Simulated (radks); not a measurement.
Results of a calculation; reference values are marked as such.
How relativity changes the ionisation of the carbon ion C2+ ([He] 2s2) to C3+ ([He] 2s1). Spin-unpolarised spherical Kohn-Sham, PBEsol, point nucleus unless stated (finite: rms radius 2.4702 fm), a radial shooting solver on a logarithmic mesh with Libxc functionals. A level marked "c x" has the speed of light scaled by that factor.

| level | E(C2+) (hartree) | E(C3+) (hartree) | IE (eV) | HOMO | <r> HOMO (bohr) |
|---|---|---|---|---|---|
| non-rel. | -36.29753 | -34.53568 | 47.943 | 2s | 1.365 |
| scalar-rel. | -36.31422 | -34.55158 | 47.964 | 2s | 1.364 |
| scalar-rel., finite nucleus | -36.31422 | -34.55158 | 47.964 | 2s | 1.364 |
| Dirac | -36.31422 | -34.55158 | 47.964 | 2s1/2 | 1.364 |
| Dirac, finite nucleus | -36.31422 | -34.55158 | 47.964 | 2s1/2 | 1.364 |
| Dirac, c x 0.85 | -36.32064 | -34.55770 | 47.972 | 2s1/2 | 1.364 |
| Dirac, c x 2 | -36.30170 | -34.53965 | 47.948 | 2s1/2 | 1.365 |
| Dirac, c x 3 | -36.29939 | -34.53744 | 47.945 | 2s1/2 | 1.365 |

NIST Atomic Spectra Database: 47.888 eV (measured). The relativistic part of the total energy of C2+ is -0.01668 hartree (Dirac, finite nucleus), 0.046 % of the non-relativistic value. Spin polarisation and multiplet splitting of open shells are left out at every level.

Beside tabulated values, note that spin-unpolarised runs miss the spin-polarisation part of the exchange energy of open shells.
